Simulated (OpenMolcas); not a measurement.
## What dynamic correlation does to the levels of Pt2+

* Program: OpenMolcas 26.06
* Basis: ANO-RCC-VDZP [7s6p4d2f]
* Scalar Hamiltonian: DKH2, point nucleus
* Active space: 8 electrons in 6 orbitals (5d 6s)
* State averaging: 2S+1 = 3 even, 60 roots; 2S+1 = 5 even, 15 roots kept (CI in the orbitals of an earlier block); 2S+1 = 1 even, 55 roots kept (CI in the orbitals of an earlier block)
* Spin-orbit coupling: RASSI with atomic mean-field integrals over the reference wave functions, term energies averaged over their components

Methods on the same reference wave functions:
A. CASSCF
B. SS-CASPT2, IPEA 0.25 Eh, imaginary shift 0.1 Eh (closed shells correlated: 5s 5p)
C. MS-CASPT2, IPEA 0.25 Eh, imaginary shift 0.1 Eh (closed shells correlated: 5s 5p)

Energies in cm-1 above 5d8 3F4, the measured ground level; measured values from NIST levels as listed in McCann et al., Mon. Not. R. Astron. Soc. 538, 537 (2025).

```json
{"Level": "5d8 3F4", "A": "0.0", "B": "0.0", "C": "0.0", "Measured": "0.0"}
{"Level": "5d8 3F3", "A": "10819", "B": "10890", "C": "10920", "Measured": "9752"}
{"Level": "5d7 6s 5F5", "A": "18601", "B": "19570", "C": "19600", "Measured": "21837"}
{"Level": "5d8 3P0", "A": "19091", "B": "16860", "C": "16800", "Measured": "14939"}
{"Level": "5d8 3P1", "A": "20519", "B": "18970", "C": "19050", "Measured": "16782"}
{"Level": "5d8 1G4 [54 %]", "A": "25962", "B": "23320", "C": "23490", "Measured": ""}
{"Level": "5d7 6s 5F3", "A": "29840", "B": "30560", "C": "30550", "Measured": ""}
{"Level": "5d7 6s 5F2 [68 %]", "A": "32119", "B": "32510", "C": "32450", "Measured": ""}
{"Level": "5d7 6s 5F1 [62 %]", "A": "33236", "B": "33490", "C": "33410", "Measured": ""}
{"Level": "5d7 6s 3F4(1) [59 %]", "A": "35987", "B": "35100", "C": "35060", "Measured": ""}
{"Level": "5d7 6s 5P3 [70 %]", "A": "36942", "B": "36380", "C": "36350", "Measured": ""}
{"Level": "5d7 6s 5P1 [51 %]", "A": "41587", "B": "40570", "C": "40420", "Measured": ""}
{"Level": "5d7 6s 3G5 [65 %]", "A": "41981", "B": "41710", "C": "41750", "Measured": ""}
{"Level": "5d7 6s 3F3(1) [58 %]", "A": "43174", "B": "42040", "C": "42070", "Measured": ""}
{"Level": "5d7 6s 3H6", "A": "48532", "B": "48240", "C": "48270", "Measured": ""}
{"Level": "5d7 6s 3G3", "A": "50021", "B": "49350", "C": "49370", "Measured": ""}
{"Level": "5d7 6s 3H5 [61 %]", "A": "51996", "B": "51210", "C": "51350", "Measured": ""}
{"Level": "5d7 6s 3D3(1) [58 %]", "A": "54766", "B": "53570", "C": "53560", "Measured": ""}
{"Level": "5d7 6s 3F2(2)", "A": "61523", "B": "59110", "C": "59180", "Measured": ""}
{"Level": "5d7 6s 3F3(2) [72 %]", "A": "62478", "B": "59990", "C": "60060", "Measured": ""}
{"Level": "5d7 6s 1H5 [63 %]", "A": "63153", "B": "61740", "C": "61990", "Measured": ""}
{"Level": "5d7 6s 3P0(1) [71 %]", "A": "64506", "B": "61770", "C": "61840", "Measured": ""}
{"Level": "5d7 6s 3F4(2) [68 %]", "A": "67868", "B": "65570", "C": "65640", "Measured": ""}
{"Level": "5d7 6s 1F3 [73 %]", "A": "71564", "B": "68520", "C": "68560", "Measured": ""}
```

Deviations, from unrounded energies. A percentage is the sum of absolute deviations over the sum of measured energies, with the sign that they share, or ± where signs differ.

```csv
Against measurement,Levels,A,B,C
mean absolute deviation (cm-1),4,3000,1900,1900
fine structure of the ground term (%),1,+10.9,+11.6,+12.0
other terms of the ground configuration (%),2,+24.9,+12.9,+13.0
other configurations (%),1,-14.8,-10.4,-10.2
```

B, C lie about equally close to measurement and A furthest from it. The largest miss of B in the table is 5d7 6s 5F5, by -2300 cm-1. The ranking rests on the paired levels alone, and a cruder setting can come out closer through cancelling errors.

Between B and C the level of the table that moves most is 5d7 6s 1H5 [63 %], by 250 cm-1 (lowest in B, highest in C). Moves below CASPT2's spread within the term are not significant.

The two smallest mean deviations differ by little beside CASPT2's spread within terms, so their order carries little weight.

From A to B the spin-free energies of the other terms of 5d8 shown, above 3F, scale by factors of 0.84 to 0.90, as is usual when dynamic correlation screens the repulsion within a d or f shell.

The lowest spin-free term lies below A's lowest term by 0.295 hartree in B, 0.295 hartree in C.

Term energies are means over components that CASPT2 splits; among the terms shown or strongly mixed into the levels shown the widest spread is 1200 cm-1 (5d8 1G, C). Terms from blocks run as CI alone lack orbitals of their own. A single d shell beside an s shell can misplace configurations of different d count against each other. Without dynamic correlation excited terms often stand tens of per cent too high (terms of higher spin than the ground term too low), and those without a measured partner can miss by more than the paired ones (holds for A). The CASPT2 spread within a term exceeds the gap to the next term for 5d7 6s 3H and 5d7 6s 3D(1), so the order of their levels is uncertain (holds for C). Computed and measured levels are paired by configuration, term and J; levels that our copy of the source lacks, or whose pairing is in doubt (as where it misses far off the trend of its configuration), stay unpaired and out of the deviations. Levels of configurations outside the active space are missing. The table leaves out levels that lie high or whose names do not pair safely across all columns.

A share in square brackets marks a mixed level and gives the weight of the term that names it, the lowest over the columns. A number in round brackets counts repeated terms of one configuration in the order of the reference energies.
